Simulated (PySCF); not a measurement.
NMR data simulated for an unnamed compound:

¹H NMR (300 MHz, computed): δ 7.45 (m, 1H), 7.20 (d, 1H), 6.82 (d, 1H), 4.97 (s, 6H), 3.62 (s, 2H).

¹³C{¹H} NMR (computed): δ 141.6 (C), 137.2 (CH), 135.4 (C), 122.3 (CH), 115.1 (C), 109.8 (CH), 26.4 (CH2).

One conformer, no relativistic terms, in vacuum, fast rotation and ring inversion assumed for equivalent nuclei. Shieldings: GIAO PBE0/pcSseg-1; GFN2-xTB geometry; PySCF 2.14.

Chemical shifts δ = σref − σ; ¹H, ¹³C against TMS, all at this level.

Which of these does the molecule contain: a Si–H bond, a Si–CH3 group, a benzene ring, a three-membered ring, an N-methyl group, a carboxylic acid?

## Answers


- A Si–H bond: yes (δH 4.97 (s)).
- A Si–CH3 group: no.
- A benzene ring: yes.
- A three-membered ring: yes.
- An N-methyl group: no.
- A carboxylic acid: no.

The data belong to `c12c(N([SiH3])[SiH3])cccc1C2`, C₇H₁₁NSi₂; they needn't prove each group on their own.

Carbon signals by region: 6 in the sp2 and nitrile region (100–160 ppm), 1 below 50 ppm.

Shifts are as computed. Against solution values, carbons near 30 ppm lie about +3 ppm off and those near 130 ppm about +5 ppm. Of 1211 compounds with measured shifts, 218 miss one by over three times the rms of a fit or turn the order of signals round; such compounds aren't used in these exercises. No couplings were computed; multiplicities are counted from neighbouring protons, with m where these are inequivalent, close in shift, in a saturated or five-membered ring or joined by F or P, and br s for small geminal =CH2 splittings.
